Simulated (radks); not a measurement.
Results of a calculation; reference values are marked as such.
Problem. Neutral calcium is in [Ar] 4s2. Level of theory: non-relativistic Kohn-Sham, PBE, spin-polarised, spherical densities, point nucleus (a radial shooting solver on a logarithmic mesh with Libxc functionals). Open shells are filled with parallel spins first. One electron is removed from 3p, 2p, 3s, 4s in turn, with full relaxation. Which removal costs least, and what does each cost?

Solution. 4s 6.069 eV; 3p 34.386 eV; 3s 53.408 eV; 2p 356.68 eV. The 4s electron leaves first.
